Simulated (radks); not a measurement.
Values are calculated unless marked as measured or tabulated.
Q: Ionisation of the zirconium ion Zr36+, [He] 2s2, to Zr37+, [He] 2s1, under several functionals. Scalar-relativistic Kohn-Sham, spin-polarised, spherical densities, finite nucleus; open shells are filled with parallel spins first (spin-orbit coupling, left out, can overturn this in heavy ions); a radial shooting solver on a logarithmic mesh with Libxc functionals. The NIST Atomic Spectra Database gives 4991 eV (semi-empirical). Rank these functionals by the error of their Delta-SCF ionisation energy: exchange-only r2SCAN; TASK exchange with Perdew-Wang LDA correlation; MS2 meta-GGA.

A: From best to worst: MS2 meta-GGA 4992.4 eV (+1.4); exchange-only r2SCAN 4985.8 eV (-5.2); TASK exchange with Perdew-Wang LDA correlation 4979.4 eV (-11.6).
